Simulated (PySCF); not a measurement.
Cl2Y (SMILES [Cl][Y+][Cl]), charge +1, singlet, at a GFN2-xTB geometry (such geometries of metal compounds can be far from the true shape) (the multiplicity is a formal guess) (core potentials on Y). Base run: HF/def2-SV(P) run with PySCF.

PySCF was given this input:
```python
from pyscf import gto, scf

mol = gto.M(
    atom='''
Y     0.57590956   -0.03725126    0.56239799
Cl    0.55480110    0.35336423   -1.86913145
Cl   -1.87600539   -0.26790545    0.57892429
''',
    basis='def2-sv(p)',
    ecp={'Y': 'def2-sv(p)'},
    charge=1,
    verbose=4,
)

mf = scf.RHF(mol)
mf.kernel()
```

Each row names what was changed in the base input (with any setting that the change needs).

```csv
change,E (Eh),HOMO (eV),HOMO-LUMO gap (eV)
base,-956.50242,-15.97,9.89
functional = lc_wpbe,-958.05306,-15.74,9.39
functional = tpssh,-958.33473,-12.49,3.88
functional = b97-1,-958.19815,-12.83,4.43
functional = mn12l,-957.92013,-12.24,3.52
functional = pw6b95,-959.01291,-13.19,4.80
functional = blyp; dispersion = d3bjm,-958.28351,-11.70,2.64
functional = b3lyp,-958.34595,-12.85,4.18
functional = tpss,-958.35298,-12.00,3.13
functional = blyp; dispersion = d3bj,-958.28236,-11.70,2.64
functional = pbe,-957.93633,-11.91,2.85
functional = bhandhlyp,-958.23217,-14.20,6.36
functional = pbe0,-957.99216,-13.15,4.81
```

Totals shift with the method and basis; they matter in differences.
